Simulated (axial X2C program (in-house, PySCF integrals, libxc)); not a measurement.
LiIn: from Re and ωe to a spectrum

A bond curve at the PBE0 level, two-component, was computed with an in-house relativistic program for diatomic molecules (basis In dyall-cv3z [11s12p9d4f1g], Li dyall-cv3z [7s8p2d] (cores contracted in-house)) for the state Ω = 0 (closed shell). Its fit gives Re = 2.9898 Å, ωe = 264.7 cm⁻¹, ωexe = 1.24 cm⁻¹ and αe = 2.397e-03 cm⁻¹; the masses are 114.9039 and 7.0160 u. Two-component means X2C with spin–orbit coupling and atomic mean-field Coulomb and Gaunt terms.

(1) Find the reduced mass, Be and the force constant.

(2) The dipole moment p changes by 1.36 D/Å at Re. What harmonic infrared intensity follows?

(3) A Morse curve ties αe to the other constants (Pekeris). How well does that hold?

(4) Give B0, the J = 1←0 line in GHz and the most populated J at 300 K (kT = 208.5 cm⁻¹).

(5) Where do the fundamental and the first overtone lie?

The state is one determinant whose occupation by symmetry is held fixed; it was picked as the lowest of a PBE0 search that is not exhaustive. PBE0 can misorder states that lie within some tenths of an eV, so this need not be the ground state of the molecule. The nearest other 2c determinant of the search, Ω = 2, lies 0.33 eV up at the distance of the search.

## Answers

(1) From the PBE0 values: μ = 6.6123 u. Be = 16.8576/(μ Re²) = 0.2852 cm⁻¹. k = 5.8918×10⁻⁷ μ ωe² = 0.273 mdyn/Å.

(2) I = 42.256 × (dp/dR)²/μ = 12 km/mol.

(3) αe(Morse) = 6Be²/ωe × (√(ωexe/Be) − 1) = 2.001e-03 cm⁻¹; the PBE0 curve gives 2.397e-03 cm⁻¹, a ratio of 0.83.

(4) B0 = Be − αe/2 = 0.284 cm⁻¹; 2B0 = 17.03 GHz; J(max) ≈ √(kT/2B0) − 1/2 = 18.7, so J = 19.

(5) ν(1←0) = ωe − 2ωexe = 262.2 cm⁻¹; ν(2←0) = 2ωe − 6ωexe = 522.0 cm⁻¹.
